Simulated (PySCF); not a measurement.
## Dipole response of Rh (rhodium, neutral)

[Kr] 4d7 5s2, high-spin 4F determinant (an excited configuration). Calculation: PySCF 2.14, in x2c-TZVPPall with one added diffuse shell each of s, p, d, f type (9s7p7d3f1g, 95 functions); scalar relativity by spin-free X2C-1e. Coupled (time-dependent) response in atomic units; α is the mean over directions.

| method | mean α (bohr³) | C₆ (like pair) | S(−4) |
| --- | --- | --- | --- |
| UHF | 87.57 | 949.9 | 5573 |
| PBE | 62.25 | 636.0 | 1870 |
| PBE0 | 66.07 | 683.1 | 2158 |

S(−4) is the Cauchy moment in α(ω) = α(0) + S(−4) ω² + …

Spin-orbit coupling is absent.

α(iu) at UHF:

```csv
u (hartree),α(iu) (bohr³)
0,87.57
0.0500,77.10
0.100,60.03
0.200,34.98
0.300,22.56
0.500,12.40
0.750,7.700
1.00,5.483
1.50,3.337
2.00,2.286
3.00,1.270
5.00,0.5524
```

A single London oscillator, α(iu) = α/(1 + u²/ω²), gives C₆ = (3/4) ω α². Matching the computed C₆ needs ω = 4 × 949.9 / (3 × 87.57²) = 0.165 hartree.
